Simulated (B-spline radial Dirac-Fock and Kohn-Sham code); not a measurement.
# Relativistic shifts of the levels of Au⁵⁰⁺

System: the Au⁵⁰⁺ ion, [Ar] 3d10 4s1.

Both columns are ΔSCF binding energies of the configuration average from a radial finite-basis atomic code: non-relativistic Hartree-Fock with a point nucleus, and Dirac-Fock with a finite nucleus and the Coulomb interaction alone, averaged over the two j levels with weights 2j+1.

| shell | Hartree-Fock (eV) | Dirac-Fock (eV) | shift (eV) | shift (%) |
| --- | --- | --- | --- | --- |
| 1s | 76304.2 | 83943.8 | +7639.54 | +10.01 |
| 2s | 15059.8 | 17142.9 | +2083.17 | +13.83 |
| 2p | 14571.2 | 15298.7 | +727.45 | +4.99 |
| 3p | 5230.0 | 5463.0 | +232.92 | +4.45 |
| 3d | 4828.3 | 4838.3 | +9.95 | +0.21 |
| 4s | 2736.7 | 2942.6 | +205.92 | +7.52 |

Relativity binds 1s, 2s, 2p, 3p, 3d, 4s more strongly, among those listed most of all 2s in relative terms.

Values without a named source are computed, but for edge energies of neutral atoms, which are taken from tables.
